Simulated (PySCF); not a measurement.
W(O)2(OH) (HO₃W), SMILES [O]=[W+]([OH])=[O], charge +1, multiplicity 1. Coordinates come from a PBE0-D3(BJ)/def2-SVP optimisation. The spin state was assumed, not searched. The isomer is the one that the SMILES or the coordinates give; other isomers of the formula were not compared. The def2 effective core potentials stand for the cores of W; spin–orbit coupling is left out. One conformer was computed; it need not be the lowest.

Level of theory: PBE0-D3(BJ)/def2-SVP run with PySCF.

Harmonic wavenumbers (cm⁻¹): 218, 268, 297, 401, 602, 853, 1053, 1104, 3801. Rotational constants (GHz): 6.764, 5.662, 4.061; symmetry number 1.

### Question
Work out the zero-point energy and the ideal-gas rigid-rotor harmonic-oscillator thermochemistry at 298.15 K and 1 atm.

### Answer
ZPE = ½ Σ hcν = ½ × 8596 cm⁻¹ = 12.29 kcal/mol. H − E(el) = 15.92 kcal/mol. Entropy in cal/(mol K): translation 42.24, rotation 25.14, vibration 6.73, total 74.10. G − E(el) = -6.18 kcal/mol. Cp = 16.84 cal/(mol K).
